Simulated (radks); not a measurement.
Question: Species: Os18+. Configuration: [Kr] 4d10 4f12. All-electron calculation, scalar-relativistic Kohn-Sham, BLYP, spin-polarised, spherical densities, finite nucleus; open shells are filled with parallel spins first (spin-orbit coupling, left out, can overturn this in heavy ions); Fermi nuclear charge, rms radius 5.4126 fm. Program: a radial shooting solver on a logarithmic mesh with Libxc functionals. Some entries of the table are withheld. Estimate them.

| orbital | occ. | eigenvalue (hartree) | <r^2> (bohr^2) |
|---|---|---|---|
| 1s down | 1 | -2729.877 | 0.0004335 |
| 1s up | 1 | -2729.877 | 0.0004335 |
| 2s up | 1 | -488.3205 | 0.006641 |
| 2s down | 1 | -488.3187 | 0.006641 |
| 2p up | 3 | -427.3753 | 0.005529 |
| 2p down | 3 | -427.3740 | 0.005529 |
| 3s up | 1 | -125.4148 | 0.04295 |
| 3s down | 1 | -125.3588 | 0.04292 |
| 3p up | 3 | -107.5061 | 0.04381 |
| 3p down | 3 | -107.4496 | 0.04378 |
| 3d up | 5 | -87.47797 | 0.03629 |
| 3d down | 5 | -87.43481 | 0.03625 |
| 4s up | 1 | -38.22459 | 0.2066 |
| 4s down | 1 | -38.12664 | 0.2067 |
| 4p up | 3 | (1) | 0.2330 |
| 4p down | 3 | (2) | 0.2332 |
| 4d up | 5 | -24.89251 | 0.2605 |
| 4d down | 5 | -24.80001 | 0.2609 |
| 4f up | 7 | (3) | 0.2919 |
| 4f down | 5 | (4) | 0.2932 |

Answer: 
(1) 4p up eigenvalue (hartree): -32.28013
(2) 4p down eigenvalue (hartree): -32.18568
(3) 4f up eigenvalue (hartree): -16.61700
(4) 4f down eigenvalue (hartree): -16.52129
